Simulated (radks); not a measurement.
Spherical quantum dot in the effective-mass picture: electrons in a hard-walled sphere of radius 6.27, with a point charge +1 (a donor) at the centre, all in effective atomic units (hartree* = m*/eps^2 hartree, bohr* = eps/m* bohr), one dielectric constant everywhere. Method: non-relativistic Kohn-Sham, LDA (Slater exchange, Perdew-Wang correlation), spin-polarised, spherical densities; computed with a radial shooting solver with Libxc functionals. Levels are named by radial order and angular momentum (1s, 1p, 1d, 2s, ...), and open shells are averaged over m. Results are scaled to m* = 0.282 and eps = 5.1, for which hartree* = 295 meV and bohr* = 0.957 nm. At N = 14 the configuration is 1s2 1p6 1d(up 5, down 0) 2s(up 1, down 0). Does electron 15 go into 2s down or 1f up or 1d down?

Answer. Into 1d down. The total energies of the other choices lie higher by 32.4 meV (1f up), 39.0 meV (2s down).
